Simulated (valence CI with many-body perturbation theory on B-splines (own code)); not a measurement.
Values are calculated unless marked as measured or tabulated.
**Run record, Pt64+**

Method: relativistic CI+MBPT: four valence electrons over a frozen Dirac-Fock core [Ne], a basis of 11 s, 11 p, 10 d, 8 f, 5 g, 2 h functions for each j, with the one-electron correlation potential Σ1 (screened to all orders), the two-electron term Σ2, the three-electron term Σ3, Breit, model QED; selected single and double excitations, second order for the rest, scaled by the run's own slope (own B-spline code, finite nucleus).

Command, and the settings that its task file holds:

```sh
python run_cv.py task.json out
```

```
atom Pt  Z=78  mass_number=195  rms_radius_fm=5.4270
core [Ne]
valence 3s2 3p2
avg = 1
basis = M
breit = 1
cap = 32000
capref = 2000
cscale = 1
de = 0.0
dress = 0
eps = 2e-08
extrap = 1
h = 0.27
hh = 1
l2 = 3
lcore = 6
maxit = 60
n2 = 5
natural = 1
nlev = 150
nno = [5, 5, 5, 4, 2, 1]
nroot = 36
nsp = [6, 6, 5, 4, 3, 1]
pt2 = 1
qed = 1
rpa = 1
s1 = 1
s2 = 1
s3 = 1
screen = 1
tol = 2e-05
whole = 1
```

It took 96 s on 1 thread of Arm Neoverse V2 (shared host).

Log. The first blocks belong to the next ion, which gives the ionisation energy. Fields: 2J, parity (1 odd), roots, reference size, generating configurations, candidates as configurations/state functions, variational space P, stored matrix elements, Davidson steps; e2 is the range of second-order energies in hartree. The first line gives the box (bohr), its intervals, the orbitals and the steps of their self-consistent field. Window is the range of levels sought, series limit the energy at which the first omitted orbital would enter, core excitation an estimate of the first excitation out of the core, left out the lowest levels not solved, and shifts from estimates the range by which levels moved from their first estimate, all in cm⁻¹.

```
rmax 2.9 intervals 57 orbitals 83 references ['3s2 3p2', '3s2 3p 3d', '3s 3p3', '3s2 3d2', '3s 3p2 3d'] scf 3 t 0.7
2J=1 par=1 roots 2 ref 37 generators 3 cand 4466/6636 P 2113/3148 nnz 1.8e+06 it 5
2J=1 par=1 roots 2 ref 37 generators 7 cand 3733/5781 P 2662/4038 nnz 2.8e+06 it 4
   second order: generators 10 cand 4522/7074 e2 -0.00001 -0.00000
reference levels 1212, estimated 403, window 16318979 1/cm; series limit 51116845, core excitation 74817261
2J=0 par=0 roots 13 ref 61 generators 19 cand 16700/29502 P 4155/6400 nnz 2.8e+06 it 7
2J=0 par=0 roots 13 ref 61 generators 22 cand 14242/25663 P 13432/22722 nnz 2.9e+07 it 7
   second order: generators 29 cand 18784/42571 e2 -0.00004 -0.00000
2J=2 par=0 roots 18 ref 125 generators 17 cand 20755/84531 P 1980/6400 nnz 4.4e+06 it 5
2J=2 par=0 roots 18 ref 125 generators 20 cand 19665/81052 P 8442/31998 nnz 6.9e+07 it 7
   second order: generators 29 cand 28083/149620 e2 -0.00073 -0.00023
2J=4 par=0 roots 27 ref 164 generators 26 cand 22181/120511 P 1836/6400 nnz 4.6e+06 it 5
2J=4 par=0 roots 27 ref 164 generators 28 cand 21482/118404 P 7654/31998 nnz 6.7e+07 it 8
   second order: generators 41 cand 30814/232614 e2 -0.00313 -0.00073
2J=4 par=1 roots 26 ref 164 generators 23 cand 22253/120831 P 1679/6399 nnz 4.6e+06 it 5
2J=4 par=1 roots 26 ref 164 generators 26 cand 21507/118090 P 7230/31995 nnz 7e+07 it 5
   second order: generators 35 cand 31186/232199 e2 -0.00348 -0.00080
2J=2 par=1 roots 23 ref 134 generators 22 cand 20786/84814 P 2139/6400 nnz 4e+06 it 8
2J=2 par=1 roots 23 ref 134 generators 25 cand 19638/81417 P 9041/31996 nnz 6.4e+07 it 9
   second order: generators 36 cand 27696/149928 e2 -0.00204 -0.00044
2J=6 par=1 roots 19 ref 138 generators 16 cand 22509/133814 P 1781/6396 nnz 4.5e+06 it 8
2J=6 par=1 roots 19 ref 138 generators 22 cand 21498/130425 P 7122/31995 nnz 7e+07 it 9
   second order: generators 32 cand 31407/268629 e2 -0.00388 -0.00121
2J=6 par=0 roots 16 ref 123 generators 14 cand 22493/133414 P 1556/6400 nnz 5e+06 it 5
2J=6 par=0 roots 16 ref 123 generators 17 cand 21646/130145 P 6426/31995 nnz 7.4e+07 it 7
   second order: generators 27 cand 31946/268469 e2 -0.00230 -0.00090
2J=0 par=1 roots 10 ref 50 generators 13 cand 16607/29128 P 3974/6400 nnz 3.2e+06 it 5
2J=0 par=1 roots 10 ref 50 generators 17 cand 14247/25278 P 13416/23915 nnz 3.4e+07 it 6
   second order: generators 22 cand 17503/39011 e2 -0.00003 -0.00000
2J=8 par=1 roots 12 ref 86 generators 9 cand 21304/124621 P 1691/6400 nnz 4.6e+06 it 5
...
2J=10 par=0 roots 3 ref 28 generators 9 cand 16194/95535 P 6437/31994 nnz 8.6e+07 it 5
   second order: generators 9 cand 11707/69939 e2 -0.00052 -0.00016
2J=10 par=1 roots 4 ref 39 generators 5 cand 16111/95470 P 2055/6391 nnz 4.3e+06 it 4
2J=10 par=1 roots 4 ref 39 generators 10 cand 16100/95671 P 6774/31996 nnz 8.1e+07 it 5
   second order: generators 11 cand 15161/106613 e2 -0.00055 -0.00027
2J=12 par=1 roots 1 ref 12 generators 2 cand 8451/51227 P 2066/6396 nnz 5.1e+06 it 4
2J=12 par=1 roots 1 ref 12 generators 2 cand 7342/47343 P 4445/19973 nnz 4.7e+07 it 4
   second order: generators 5 cand 13225/79823 e2 -0.00011 -0.00011
left out: unestimated 23657893, estimated 17218796, shifts from estimates -27 to 192
operators 0.8
```

The Davidson iterations converged.

The last digits are not significant, and no measured levels were compared; by estimate large intervals hold to a few tenths of a per cent, small ones and those within an open d or f shell to about a per cent. Among the levels kept, up to 600 cm⁻¹ of a level comes from second order outside the variational space, and about a tenth of that is noise between levels of different J, which matters for small intervals.

| Item | Value |
| --- | --- |
| Valence energy | -1148.162 hartree |
| Ionisation energy | 7514.5 eV (NIST: 7512 ± 24 eV (theoretical)) |
| Reference configurations for the orbitals | 3s2 3p2, 3s2 3p 3d, 3s 3p3, 3s2 3d2, 3s 3p2 3d |
| Radial orbitals | 83 |
| Box radius | 2.899 bohr |
| Largest variational space | 31998 |
| Lowest levels | (3s^2 3p1/2^2) J=0 0.000, (3s^2 3p1/2 3p3/2) J=1 33.107, (3s^2 3p1/2 3p3/2) J=2 33.832, (3s 3p1/2^2 3p3/2) J=2 46.638, (3s 3p1/2^2 3p3/2) J=1 48.759, (3s^2 3p1/2 3d3/2) J=2 50.404, (3s^2 3p1/2 3d3/2) J=1 53.930, (3s^2 3p1/2 3d5/2) J=2 59.587, (3s^2 3p1/2 3d5/2) J=3 59.696, (3s 3p1/2^2 3d3/2) J=1 64.274, (3s 3p1/2^2 3d3/2) J=2 64.855, (3s^2 3p3/2^2) J=2 67.510, (3s^2 3p3/2^2) J=0 69.104, (3s 3p1/2^2 3d5/2) J=3 73.071 Ry |

Levels are named by their leading jj configuration (3d3/2^4 stands for four electrons in 3d with j = 3/2), which in mixed levels can hold well under half, so a name can repeat and another be missing.
